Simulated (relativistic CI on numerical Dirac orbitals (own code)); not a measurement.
Co3+: resonant inelastic scattering at the M2,3 edge

Computed with this model: Dirac-Coulomb-Breit CI, orbitals from a KLI potential per configuration, model QED (radiative potential, 1s self-energy scaled to tabulated hydrogen-like ionisation energies), valence Slater integrals scaled by 0.8, Kramers-Heisenberg scattering through one core-hole configuration in a parametric crystal field; configurations [Ar] 3d6 → [Ne] 3s2 3p5 3d7; 80 K; core-hole width 0.8 eV; summed over polarisations. Incident energies are the highest absorption maxima for each field (at most a few, so the weaker spin-orbit partner edge can be absent), on the computed scale of the free ion. Intensities are in per cent of the strongest line above 0.02 eV; levels within 1 cm⁻¹ are merged; final levels count from the ground level, the first row holds all elastic scattering, lines under 0.4 are left out and each table stops after 24 rows. The scale of the Slater integrals is a model choice and moves the terms in proportion.

Field parameters in Wybourne normalisation: D4h B²₀ = −7Ds, B⁴₀ = 21(Dq − Dt), B⁴₄ = 21√(5/14) Dq. The field is a parameter set, without covalency.

S is read from ⟨S²⟩ = S(S + 1).

D4h, 10Dq = 19800, Ds = -1500, Dt = -380 cm⁻¹:

```csv
Final level (eV),Degeneracy,Irrep,S,66.3 eV,71.2 eV,78.3 eV
0.000,1,A1,0.03,39.7,199.5,56.5
0.902,1,A1,1.90,0.1,0.5,0.2
1.037,2,E,1.15,0.7,0.5,0.4
1.040,1,A1,1.17,0.2,4.0,1.8
1.210,1,B1,1.69,0.2,1.1,0.2
1.212,1,B2,1.68,0.4,0.1,0.0
1.213,2,E,1.55,0.2,0.5,0.7
1.218,1,A2,1.34,1.4,0.4,0.1
1.225,1,A1,1.43,1.0,4.8,1.1
1.278,1,B1,1.41,0.0,1.5,0.3
1.293,1,A2,1.83,0.5,0.2,0.0
1.293,3,B2+E,1.63,1.3,0.4,0.5
1.331,2,E,1.82,0.5,0.1,0.4
1.332,1,A1,1.67,0.5,2.8,0.9
2.072,1,B1,1.01,0.2,1.0,0.2
2.075,1,B2,1.01,0.2,2.7,0.1
2.089,2,E,1.00,2.6,0.8,0.8
2.099,1,A2,0.89,0.5,3.4,4.7
2.119,1,A1,1.01,0.3,6.7,0.3
2.212,1,A2,0.29,1.0,32.7,30.6
2.460,2,E,0.13,4.3,45.6,82.8
2.687,2,E,0.97,0.5,11.0,7.6
3.363,2,E,1.83,0.0,0.2,0.7
3.488,1,B2,1.00,0.3,0.5,0.8
```

D4h, 10Dq = 19800, Ds = -860, Dt = -380 cm⁻¹:

```
Final level (eV)  Degeneracy  Irrep     S  66.3 eV  71.2 eV  78.2 eV
           0.000           1     A1  0.03     37.6    200.3     62.7
           1.022           1     A1  1.44      0.1      2.5      1.0
           1.030           2      E  1.33      0.6      0.5      0.5
           1.077           1     A1  1.78      0.2      2.9      0.8
           1.215           1     A1  1.79      0.2      0.9      0.3
           1.385           1     B1  1.04      0.0      3.5      0.8
           1.398           1     A2  1.16      2.1      0.4      0.4
           1.399           1     B2  1.11      0.8      0.3      0.2
           1.407           2      E  1.13      1.4      0.9      1.4
           1.421           1     A1  1.16      1.0      7.0      2.3
           2.074           1     A2  0.89      0.3      2.5      6.2
           2.077           2      E  1.00      1.9      0.7      0.6
           2.079           1     B2  1.00      0.2      1.9      0.2
           2.096           1     A1  1.00      0.3      4.1      0.4
           2.211           1     A2  0.27      1.5     30.8     46.3
           2.430           2      E  0.90      0.8      2.9     13.3
           2.452           1     B1  1.00      0.2      0.5      0.1
           2.557           2      E  0.26      3.3     56.0    100.0
           3.508           2      E  1.71      0.0      0.3      1.1
           3.592           1     B2  1.00      0.2      0.5      1.3
           3.616           1     B1  1.33      1.2      0.3      0.1
           3.619           2      E  1.39      0.1      0.8      2.3
           3.630           1     A1  1.50      0.5      0.2      0.6
           3.633           1     A2  1.48      0.4      0.0      0.5
```

For the first field the strongest loss at the lowest incident energy is the level at 2.46 eV (S = 0.13, against 0.03 in the thermal ground state). Levels of other spin, the first over 8 % at 2.69 eV, appear because spin-orbit coupling of the core hole, and in heavier ions of the valence shell too, mixes spins.
